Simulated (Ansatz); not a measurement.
Two structures of HfHClF4, singlet, reached by relaxing down either side of one saddle point (PBE0-D4/def2-TZVP). Energies are electronic, without zero-point energy. Ansatz 0.2.0; basis: def2-TZVPP and def2-QZVPP; cores frozen in the correlated methods. Core potentials replace the inner electrons of the atoms past krypton. Extrapolation: Hartree–Fock as exp(−7.88 √X), correlation as X^−2.97. First:

Hf1  (-0.441, -0.667, 0.091)
F2  (1.421, -0.735, -0.370)
F3  (-0.936, -2.494, 0.168)
F4  (-1.581, 0.060, -1.247)
F5  (-0.816, -0.018, 1.840)
H6  (1.756, 1.688, -0.385)
Cl7  (0.598, 2.166, -0.097)
(Å)

Second:

```
7
angstrom
Hf -0.6505 -0.1446 -0.0434
F 1.7128 -0.2738 0.5191
F -0.2492 -1.8268 -0.8141
F -2.4372 0.1374 -0.5831
F -0.7922 -0.1805 1.8443
H 1.9910 0.5131 0.0891
Cl 0.4253 1.7753 -1.0120
```

Q: Which bonds change from the first to the second?

A: HfF₄ ([F][Hf]([F])([F])[F]) + HCl → HfClF₃ ([F][Hf]([F])([F])[Cl]) + HF (still joined by a long Hf–F bond); bonds formed: F2–H6; dative contacts that become bonds: Hf1–Cl7; bonds broken: H6–Cl7; bonds weakened to dative contacts: Hf1–F2.

Q: Give the saddle point's structure and its height above each. (To be estimated.)

A: The calculation gives: 44.8 kJ/mol above the first and 43.5 kJ/mol above the second (CCSD(T) at an estimated basis limit (MP2 extrapolated from triple and quadruple zeta, plus CCSD(T) − MP2 in triple zeta)).
```
atom    x (Å)    y (Å)    z (Å)
 Hf1  -0.4498  -0.3598   0.1303
  F2   1.5891  -0.1959   0.4374
  F3  -0.4319  -2.0855  -0.6303
  F4  -2.0070   0.3909  -0.6594
  F5  -0.9569  -0.4807   1.9426
  H6   1.5595   0.9242  -0.2537
 Cl7   0.6969   1.8069  -0.9668
```

T1 diagnostic: at most 0.016.

Labels in which every atom is bracketed show which atoms are joined, not bond orders.

For scale, one of the runs: CCSD(T)/def2-TZVPP, 236 basis functions, launched by `ansatz run in.yaml --threads 8 --pin off --events-out ev --progress --plain --max-ram 19148MiB`. The run took 3.3 min on 8 CPU threads of an Arm Neoverse V1 (shared host), with 5.5 GiB of host memory at its peak.
